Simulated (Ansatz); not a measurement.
Consider the atomization: `CN([SiH2]O)[SiH](F)F` → C• + 2 F• + 7 H• + N• + O• + 2 Si•.

Gas-phase electronic energies from Ansatz, PBE0-D4/def2-TZVP geometries. CCSD(T)/CBS adds triple-zeta CCSD(T) − MP2 to the extrapolated MP2 energy (def2 sets, frozen cores). This one scheme is used for every species, atoms too. Open shells (•) are unrestricted, without spin–orbit coupling. Spin–orbit coupling would lower the free atoms: a little for C, F, O, Si. One conformer a species, not always the lowest.

```json
{"species": "`CN([SiH2]O)[SiH](F)F`", "MP2/def2-TZVPP energy (Eh)": "-949.80435"}
{"species": "C•", "MP2/def2-TZVPP energy (Eh)": "-37.75859"}
{"species": "F•", "MP2/def2-TZVPP energy (Eh)": "-99.60959"}
{"species": "H•", "MP2/def2-TZVPP energy (Eh)": "-0.49981"}
{"species": "N•", "MP2/def2-TZVPP energy (Eh)": "-54.49761"}
{"species": "O•", "MP2/def2-TZVPP energy (Eh)": "-74.95729"}
{"species": "Si•", "MP2/def2-TZVPP energy (Eh)": "-288.90688"}
```

Work out ΔE.

ΔE = 7 × (-0.49981) + 2 × (-99.60959) + 2 × (-288.90688) + (-37.75859) + (-54.49761) + (-74.95729) − (-949.80435) = 2.05925 Eh = +5406.6 kJ/mol. CCSD(T)/CBS gives +5449.2 kJ/mol.

Largest T1 diagnostic among the species: 0.012.

The D4 term adds +55.6 kJ/mol with B3LYP and +29.5 kJ/mol with PBE0; it sums over pairs of atoms, weighted by their polarisabilities, and B3LYP, whose exchange is more repulsive, gets the larger term. In def2-TZVPP, CCSD(T) changes the Hartree–Fock value by +1323.6 kJ/mol (the triples alone add +74.2 kJ/mol) and MP2 by +1444.2 kJ/mol; breaking electron pairs costs correlation energy, which Hartree–Fock lacks.

B3LYP here is the variant with VWN-RPA as its local correlation; programs differ in this.

For atomizations the MP2-based limit and the directly extrapolated one differ by several kJ/mol either way, and by 10 to 25 for some Ge, Se and Sn compounds, so smaller differences from it don't rank the levels.
